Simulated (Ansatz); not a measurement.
Geometry optimisation, Ansatz, RKS B3LYP/6-31G*.

The input (input.yaml):

```yaml
crystal:
  periodic: [false, false, false]
  atoms:
    - { symbol: B, position_ang: [0.052561, 0.019354, 0.316174] }
    - { symbol: "N", position_ang: [-0.062237, 0.431136, 1.719577] }
    - { symbol: H, position_ang: [-0.909184, 0.286451, 2.251264] }
    - { symbol: H, position_ang: [0.700191, 0.849871, 2.231754] }
    - { symbol: Cl, position_ang: [1.546427, 0.41654, -0.571484] }
    - { symbol: H, position_ang: [-0.886081, -0.397858, -0.274708] }
    - { symbol: P, position_ang: [0.561211, -3.020333, 0.893866] }
    - { symbol: H, position_ang: [-0.424662, -2.692507, -0.073215] }
    - { symbol: H, position_ang: [1.643317, -2.617415, 0.066266] }
    - { symbol: H, position_ang: [0.452256, -1.773939, 1.567204] }
basis:
  gaussian: { orbitals: "6-31G*" }
hamiltonian:
  xc: b3lyp
relax:
  f_tol: 0.03
  max_steps: 50
```

Command:

```bash
$ ansatz run input.yaml --threads 1 --pin off --max-ram 2048MiB --backend cpu --events-out ev --progress --plain --runs-dir out
```

Q: Where does it end, and by what steps?

A: It converged. The force dipped under the threshold on the way, but the program's further checks kept it going. After 28 steps the energy has fallen by 0.460 eV; H8 moved furthest, 1.40 Å.

```csv
step,energy less start (eV),largest force component (eV/Å),accepted
0,0.0000,2.403,yes
1,-0.2360,1.301,yes
2,-0.3642,0.885,yes
3,-0.4149,0.308,yes
4,-0.4254,0.358,yes
5,-0.4378,0.304,yes
6,-0.4461,0.192,yes
7,-0.4506,0.031,yes
8,-0.4520,0.028,yes
9,-0.4458,0.406,no
10,-0.4529,0.097,yes
11,-0.4525,0.128,no
12,-0.4539,0.026,yes
13,-0.4546,0.025,yes
14,-0.4554,0.072,yes
15,-0.4557,0.113,yes
16,-0.4562,0.080,yes
17,-0.4572,0.045,yes
18,-0.4543,0.233,no
19,-0.4573,0.056,yes
20,-0.4581,0.067,yes
21,-0.4584,0.091,yes
22,-0.4587,0.075,yes
23,-0.4589,0.109,yes
24,-0.4595,0.039,yes
25,-0.4599,0.066,yes
26,-0.4569,0.253,no
27,-0.4559,0.415,no
28,-0.4600,0.018,yes
```

```xyz
10
Properties=species:S:1:pos:R:3
B -0.115 0.972 0.283
N -0.068 0.691 1.644
H -0.888 0.407 2.161
H 0.771 0.775 2.204
Cl 1.368 1.494 -0.566
H -1.125 0.876 -0.337
P 0.717 -3.716 1.185
H -0.218 -4.055 0.166
H 1.807 -3.620 0.274
H 0.424 -2.324 1.112
```

Whether the end is a true minimum wasn't checked by a vibrational analysis.

Run time: 110 s on 1 thread of AMD EPYC 7R43 64-Core Processor (Zen 3), on a shared host, peak memory 0.17 GiB.
